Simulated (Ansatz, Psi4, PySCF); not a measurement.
CH₆F₂Si₂, singlet, geometry from GFN2-xTB, atoms displaced at random by about 0.08 Å a coordinate. Base run: B3LYP/STO-3G, gradient (PySCF).

Here is a job for PySCF.
```python
from pyscf import gto, scf, dft

mol = gto.Mole()
mol.atom = '''
    Si    0.981748    0.036650   -0.314283
    F     1.731567   -0.225129    0.816878
    F     1.012547    1.716431   -0.034131
    Si   -1.201828   -0.819304   -0.500109
    C    -2.120937   -0.342782    1.068697
    H     1.886178   -0.021151   -1.502818
    H    -1.851690   -0.277659   -1.780003
    H    -1.103885   -2.281324   -0.662265
    H    -2.226361    0.752992    1.219781
    H    -3.069289   -0.644618    1.013687
    H    -1.777094   -0.685445    1.915883
'''
mol.basis = 'sto-3g'
mol.charge = 0
mol.spin = 0
mol.verbose = 4
mol.build()

mf = dft.RKS(mol)
mf.xc = 'b3lyp'
mf.kernel()
g = mf.nuc_grad_method()
grad = g.kernel()
```

Programs used: Ansatz (a program for electronic structure), Psi4, PySCF; a row that names a program was run with it.

The coordinate followed is z of atom 4.

Variants of this job, named by their change:

| change | dE/dx (Eh/bohr) | net force (Eh/bohr) |
|---|---|---|
| base | 0.026308 | 0.000169 |
| grids.level = 1; grid_response = on | 0.026262 | 0.000000 |
| grids.level = 0; grid_response = on | 0.026291 | 0.000000 |
| finite difference step (bohr) = 0.2; conv_tol = 1e-11 | 0.026683 | - |
| code = psi4 | 0.026285 | 0.000429 |
| grids.level = 1; grid_response = off | 0.026203 | 0.000661 |
| grids.level = 5; grid_response = on | 0.026303 | 0.000000 |
| finite difference step (bohr) = 1e-4; conv_tol = 1e-11 | 0.026305 | - |
| finite difference step (bohr) = 0.05; conv_tol = 1e-11 | 0.026328 | - |
| grids.level = 5; grid_response = off | 0.026302 | 0.000031 |
| code = ansatz | 0.026304 | 0.000000 |
| conv_tol = 1e-11 | 0.026308 | 0.000169 |

The net force is zero for an exact gradient.
